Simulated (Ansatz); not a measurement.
`F[B]([AlH2])[SiH3]` + `CO[SiH2]S` → `CO[SiH2]S[SiH3]` + `F[BH][AlH2]`  (cleavage of the Si–B bond)

Gas-phase electronic energies from Ansatz, PBE0-D4/def2-TZVP geometries. CCSD(T)/CBS adds triple-zeta CCSD(T) − MP2 to the extrapolated MP2 energy (def2 sets, frozen cores). This one scheme is used for every species. DFT in def2-TZVPP. B3LYP here is the variant with VWN-RPA as its local correlation; programs differ in this. HSE06 is defined as in plane-wave codes. One conformer a species, not always the lowest.

`F[B]([AlH2])[SiH3]`:

```xyz
9

F    -2.064    0.587   -0.371
B    -0.795    0.203   -0.244
Al    0.310   -0.462   -1.989
Si    0.052    0.275    1.621
H     0.322   -2.000   -2.403
H     1.193    0.557   -2.836
H     1.172    1.261    1.573
H    -0.860    0.635    2.742
H     0.668   -1.055    1.906
```

`CO[SiH2]S`:

Z-matrix (Å, degrees):
```
C
O 1 1.410
H 1 1.091 2 108.1
H 1 1.096 2 111.7 3 119.3
H 1 1.095 2 111.3 3 -119.1
Si 2 1.639 1 122.6 3 -170.3
S 6 2.120 2 109.8 1 171.1
H 6 1.488 2 108.6 1 49.0
H 6 1.485 2 111.9 1 -72.6
H 7 1.344 6 94.3 2 -69.2
```

`CO[SiH2]S[SiH3]`:

Cartesian coordinates in Å:
```
C -1.689 0.063 -1.230
O -1.905 -0.273 0.122
Si -0.707 -0.524 1.202
S 0.568 1.178 1.428
Si 2.184 0.490 0.211
H -1.178 1.026 -1.320
H -1.093 -0.702 -1.742
H -2.661 0.133 -1.721
H 0.155 -1.662 0.774
H -1.377 -0.784 2.492
H 3.117 1.635 0.074
H 1.702 0.077 -1.132
H 2.884 -0.657 0.841
```

`F[BH][AlH2]`:

```xyz
6

F    -0.627    1.924   -0.655
B    -0.312    0.650   -0.863
Al    0.291   -0.622    0.777
H    -0.398    0.300   -2.017
H    -0.780   -1.480    1.584
H     1.826   -0.772    1.174
```

```csv
level,ΔE (kcal/mol),difference from CCSD(T)/CBS
LDA (SPW92),-18.3,4.0
PBE-D4,-19.2,3.1
revPBE-D4,-19.9,2.4
BLYP-D4,-20.2,2.1
r2SCAN-D4,-21.0,1.3
B97M-V,-19.9,2.4
PBE0-D4,-20.7,1.6
B3LYP-D4,-21.3,1.0
r2SCANh-D4,-21.4,0.9
r2SCAN0-D4,-22.0,0.3
HSE06-D4,-20.7,1.6
BHLYP-D4,-23.0,-0.7
CAM-B3LYP-D4,-21.2,1.1
ωB97X-V,-21.5,0.8
B2PLYP,-21.3,1.0
PBE-QIDH,-22.4,-0.1
PBE,-17.9,4.4
revPBE,-17.3,5.0
BLYP,-17.6,4.7
r2SCAN,-20.6,1.7
PBE0,-19.6,2.7
B3LYP,-19.2,3.1
r2SCANh,-21.0,1.3
r2SCAN0,-21.6,0.7
HSE06,-19.6,2.7
BHLYP,-21.2,1.1
CAM-B3LYP,-20.0,2.3
LC-ωPBE,-20.5,1.8
RPA@PBE/def2-TZVPP,-20.7,1.6
HF/def2-SVP,-21.6,0.7
MP2/def2-SVP,-22.1,0.2
HF/def2-TZVPP,-22.5,-0.2
MP2/def2-TZVPP,-24.5,-2.2
CCSD/def2-TZVPP,-21.3,1.0
HF/def2-QZVPP,-22.6,-0.3
MP2/def2-QZVPP,-25.0,-2.7
SCS-MP2/def2-QZVPP,-24.1,-1.8
HF/CBS(def2),-22.6,-0.3
MP2/CBS(def2),-25.4,-3.1
CCSD/CBS(def2),-22.2,0.1
CCSD(T)/CBS,-22.3,0
```

Largest T1 diagnostic among the species: 0.015.

From BLYP to BHLYP (50 % exact exchange), in def2-TZVPP and without D4, ΔE moves by −3.5 kcal/mol. Leaving LDA and LC-ωPBE aside and taking each functional with its dispersion term where it has one, the values spread over 3.8 kcal/mol, from BHLYP-D4 to PBE-D4.
